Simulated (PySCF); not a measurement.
Task: Write Cartesian coordinates for `C(=C/C#C)/BN` as optimised with PBE0-D3(BJ)/def2-SVP.

Result: 
```xyz
12
C4H6BN angstrom
C      1.7921    1.5764   -0.6740
C      1.4893    0.4016   -0.5890
C      1.1902   -0.9882   -0.5094
C     -0.0056   -1.5312   -0.1875
B     -1.3380   -0.7936    0.1953
N     -1.4959    0.5826    0.0807
H      2.0655    2.6128   -0.7478
H      2.0418   -1.6424   -0.7387
H     -0.0225   -2.6273   -0.1827
H     -2.2766   -1.4406    0.6088
H     -2.3533    1.0522    0.3373
H     -0.7596    1.1982   -0.2457
```

Any rigid rotation of these coordinates is as good. Atoms count from 1 in this order. Of the pairs four or more bonds apart, C2···H12 is among the closest relative to their van der Waals radii: 2.41 Å, 83 % of the sum of Bondi's values. B5 (three-coordinate boron) is planar (angles 122.8°, 119.3° and 117.9°, sum 360.0°, 0.00 Å off the plane of its three neighbours). N6 (boron-bound nitrogen) is planar (angles 123.0°, 122.4° and 114.6°, sum 360.0°, 0.01 Å off the plane of its three neighbours). The C–C distances run from 1.216 Å (C1≡C2, drawn triple) to 1.424 Å (C2–C3, drawn single), a spread of 0.208 Å.

Bonds between heavy atoms (Å): C1≡C2 1.216, C2–C3 1.424, C3=C4 1.352, C4–B5 1.570, B5–N6 1.390.

Method: PBE0-D3(BJ)/def2-SVP geometry optimisation, gas phase (PySCF 2.14.0).

Point group: near Cs, missed by 0.37 Å at most; the miss may be what the optimiser left on a soft mode. No PBE0-D3(BJ)/def2-SVP frequencies stand behind this structure, so it isn't proved a minimum. The numbers are those of one conformer (C3–C4–B5–N6 9°).
